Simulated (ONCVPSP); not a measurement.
## Which setting gave this result? (fluorine, ONCV)

Base potential:

| Property | Result |
| --- | --- |
| Element | F (Z = 9) |
| Generator | ONCVPSP 4.0.1 |
| Type | optimised norm-conserving Vanderbilt (ONCV) |
| Functional | PBE |
| Relativity | non-relativistic |
| Frozen core | [He] |
| Valence charge | 7 |
| Reference configuration | 2s1 2p6 |
| Partial waves | 2s: rc 0.65 bohr, ncon 4, nbas 9, qcut 9.2 1/bohr, local; 2p: rc 1.40 bohr, ncon 3, nbas 7, qcut 10.2 1/bohr, 2 projectors, debl 0.9 Ha |
| Local potential | the s channel |
| Core correction | Teter function fitted to the true core (icmod 2), fcfact 0.35 |

Cutoffs, loose and tight: the cutoffs (Ha) at which the residual kinetic energy of the hardest occupied pseudo-wave falls to 1 and 0.1 mHa per electron. They do not see the model core or the augmentation charge, which bear on the density cutoff. Test errors are all-electron minus pseudo excitation energies from the reference, over the configurations 2s2 2p5; 2s2 2p4; 2s2 2p3; 2s2 2p4.5; variants that change the core or the reference have their own tests.

Only the scale of all radii but the core radius (base = 1) is moved (1 further runs of the sweep failed or gave no value and are left out):

```json
{"scale of all radii but the core radius (base = 1)": "0.84", "cutoff, loose": "98 Ha", "cutoff, tight": "693 Ha", "bound ghosts": "none", "largest test error (meV)": "+332", "median size of the test errors": "63.4 meV"}
{"scale of all radii but the core radius (base = 1)": "0.9", "cutoff, loose": "87 Ha", "cutoff, tight": "279 Ha", "bound ghosts": "none", "largest test error (meV)": "+395", "median size of the test errors": "72.9 meV"}
{"scale of all radii but the core radius (base = 1)": "0.98", "cutoff, loose": "95 Ha", "cutoff, tight": "491 Ha", "bound ghosts": "none", "largest test error (meV)": "+476", "median size of the test errors": "85.7 meV"}
{"scale of all radii but the core radius (base = 1)": "1.06", "cutoff, loose": "88 Ha", "cutoff, tight": "434 Ha", "bound ghosts": "none", "largest test error (meV)": "+590", "median size of the test errors": "103.1 meV"}
{"scale of all radii but the core radius (base = 1)": "1.11", "cutoff, loose": "81 Ha", "cutoff, tight": "408 Ha", "bound ghosts": "none", "largest test error (meV)": "+653", "median size of the test errors": "112.1 meV"}
{"scale of all radii but the core radius (base = 1)": "1.23", "cutoff, loose": "45 Ha", "cutoff, tight": "313 Ha", "bound ghosts": "none", "largest test error (meV)": "+868", "median size of the test errors": "141.2 meV"}
{"scale of all radii but the core radius (base = 1)": "1.33", "cutoff, loose": "40 Ha", "cutoff, tight": "195 Ha", "bound ghosts": "none", "largest test error (meV)": "+1059", "median size of the test errors": "165.2 meV"}
```

**Question.** One more run gave cutoff, loose: 50 Ha; cutoff, tight: 342 Ha; bound ghosts: none; largest test error (meV): +803; median size of the test errors: 132.4 meV. Which value of the scale of all radii but the core radius (base = 1) was used?

**Answer.** 1.2. The median size of the test errors moves one way along this sweep, from 63.4 meV at 0.84 to 165.2 meV at 1.33, which places the run between 1.11 and 1.23.
